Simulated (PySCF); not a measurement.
C$_{2}$H$_{6}$N (SMILES C[CH-]N), charge -1, singlet, at a GFN2-xTB geometry (in this run its highest filled SCF level lies above zero, so its values depend strongly on the basis, on diffuse functions most of all); B3LYP5/cc-pVDZ (PySCF).

PySCF was given this input:
```python
from pyscf import gto, scf, dft

mol = gto.Mole()
mol.atom = '''
    C     1.17379428   -0.29888506   -0.03064780
    C    -0.00061861    0.69049820   -0.11946954
    N    -1.28175622   -0.07360499    0.01875596
    H     2.13180660    0.23713849    0.01082447
    H     1.16758703   -1.00712786    0.84854650
    H     1.20574491   -0.94467985   -0.92468513
    H     0.04801484    1.28923134    0.84658688
    H    -1.25328855   -0.75326842    0.80694167
    H    -1.36662521   -0.65573752   -0.81880195
'''
mol.basis = 'cc-pvdz'
mol.charge = -1
mol.verbose = 4
mol.build()

mf = dft.RKS(mol)
mf.xc = 'b3lyp5'
mf.kernel()
```

The log (banner, timings and long lists left out):

```
PySCF version 2.14.0

[INPUT] verbose = 4
[INPUT] num. atoms = 9
[INPUT] num. electrons = 26
[INPUT] charge = -1
[INPUT] spin (= nelec alpha-beta = 2S) = 0
[INPUT] symmetry False subgroup None
[INPUT] Mole.unit = angstrom
[INPUT] Symbol           X                Y                Z      unit          X                Y                Z       unit  Magmom
[INPUT]  1 C      1.173794280000  -0.298885060000  -0.030647800000 AA    2.218149715781  -0.564810906124  -0.057915948320 Bohr   0.0
[INPUT]  2 C     -0.000618610000   0.690498200000  -0.119469540000 AA   -0.001169003478   1.304852487505  -0.225764710828 Bohr   0.0
[INPUT]  3 N     -1.281756220000  -0.073604990000   0.018755960000 AA   -2.422168214258  -0.139093272501   0.035443627603 Bohr   0.0
[INPUT]  4 H      2.131806600000   0.237138490000   0.010824470000 AA    4.028530624540   0.448126799693   0.020455283744 Bohr   0.0
[INPUT]  5 H      1.167587030000  -1.007127860000   0.848546500000 AA    2.206419713294  -1.903195827819   1.603520488958 Bohr   0.0
[INPUT]  6 H      1.205744910000  -0.944679850000  -0.924685130000 AA    2.278527655988  -1.785186191895  -1.747401647158 Bohr   0.0
[INPUT]  7 H      0.048014840000   1.289231340000   0.846586880000 AA    0.090734897515   2.436294143806   1.599817343850 Bohr   0.0
[INPUT]  8 H     -1.253288550000  -0.753268420000   0.806941670000 AA   -2.368372114553  -1.423471012084   1.524898754799 Bohr   0.0
[INPUT]  9 H     -1.366625210000  -0.655737520000  -0.818801950000 AA   -2.582547361826  -1.239164322402  -1.547311435760 Bohr   0.0

nuclear repulsion = 74.8243958360162
number of shells = 33
number of NR pGTOs = 120
number of NR cGTOs = 72
basis = cc-pvdz
ecp = {}

******** <class 'pyscf.dft.rks.RKS'> ********
method = RKS
initial guess = minao
damping factor = 0
level_shift factor = 0
DIIS = <class 'pyscf.scf.diis.CDIIS'>
diis_start_cycle = 1
diis_space = 8
diis_damp = 0
SCF conv_tol = 1e-09
SCF conv_tol_grad = None
SCF max_cycles = 50
direct_scf = True
direct_scf_tol = 1e-13
XC library pyscf.dft.libxc version 7.1.2
    S. Lehtola, C. Steigemann, M. J. T. Oliveira, and M. A. L. Marques,  SoftwareX 7, 1–5 (2018)
XC functionals = b3lyp5
    P. A. M. Dirac,  Math. Proc. Cambridge Philos. Soc. 26, 376 (1930)
    F. Bloch,  Z. Phys. 57, 545 (1929)
    A. D. Becke,  Phys. Rev. A 38, 3098 (1988)
    C. Lee, W. Yang, and R. G. Parr,  Phys. Rev. B 37, 785 (1988)
    B. Miehlich, A. Savin, H. Stoll, and H. Preuss,  Chem. Phys. Lett. 157, 200 (1989)
    S. H. Vosko, L. Wilk, and M. Nusair,  Can. J. Phys. 58, 1200 (1980)
radial grids:
    Treutler-Ahlrichs [JCP 102, 346 (1995); DOI:10.1063/1.469408] (M4) radial grids

becke partition: Becke, JCP 88, 2547 (1988); DOI:10.1063/1.454033
pruning grids: <function nwchem_prune>
grids dens level: 3
symmetrized grids: False
atomic radii adjust function: <function treutler_atomic_radii_adjust>
small_rho_cutoff = 0
Set gradient conv threshold to 3.16228e-05
Initial guess from minao.
tot grids = 100992
init E= -134.371297411508
  HOMO = -0.203943026145418  LUMO = 0.0211964884178095  gap/eV = 6.12636
cycle= 1 E= -134.254618994444  delta_E= 0.117  |g|= 0.644  |ddm|= 2.65
  HOMO = 0.237894815275466  LUMO = 0.300589192239334  gap/eV = 1.70600
cycle= 2 E= -133.982144203631  delta_E= 0.272  |g|= 1.13  |ddm|= 4.71
  HOMO = 0.092055112596968  LUMO = 0.257504551795963  gap/eV = 4.50211
cycle= 3 E= -134.378357390928  delta_E= -0.396  |g|= 0.136  |ddm|= 3.96
  HOMO = 0.106233028624077  LUMO = 0.253156451509704  gap/eV = 3.99799
cycle= 4 E= -134.382652268542  delta_E= -0.00429  |g|= 0.0547  |ddm|= 0.237
  HOMO = 0.102056701404837  LUMO = 0.255578249822475  gap/eV = 4.17753
cycle= 5 E= -134.383401100464  delta_E= -0.000749  |g|= 0.00819  |ddm|= 0.0634
  HOMO = 0.102289982227522  LUMO = 0.255816730478557  gap/eV = 4.17768
cycle= 6 E= -134.383414118589  delta_E= -1.3e-05  |g|= 0.00415  |ddm|= 0.0138
  HOMO = 0.102048413202072  LUMO = 0.255783081678695  gap/eV = 4.18333
cycle= 7 E= -134.383418303578  delta_E= -4.18e-06  |g|= 0.000763  |ddm|= 0.00506
  HOMO = 0.102054286705954  LUMO = 0.255767546024077  gap/eV = 4.18275
cycle= 8 E= -134.383418487233  delta_E= -1.84e-07  |g|= 0.00018  |ddm|= 0.00223
  HOMO = 0.102068713629469  LUMO = 0.255766430066145  gap/eV = 4.18233
cycle= 9 E= -134.383418500256  delta_E= -1.3e-08  |g|= 4.5e-05  |ddm|= 0.000658
  HOMO = 0.10207929020911  LUMO = 0.255768890164223  gap/eV = 4.18211
cycle= 10 E= -134.383418501318  delta_E= -1.06e-09  |g|= 7.57e-06  |ddm|= 0.000244
  HOMO = 0.102080858639253  LUMO = 0.255769086899765  gap/eV = 4.18207
cycle= 11 E= -134.383418501338  delta_E= -2.08e-11  |g|= 3.04e-06  |ddm|= 3.23e-05
  HOMO = 0.102080178610355  LUMO = 0.255769166259324  gap/eV = 4.18209
Extra cycle  E= -134.383418501338  delta_E= 7.39e-13  |g|= 3.08e-06  |ddm|= 9.67e-06
converged SCF energy = -134.383418501338
```
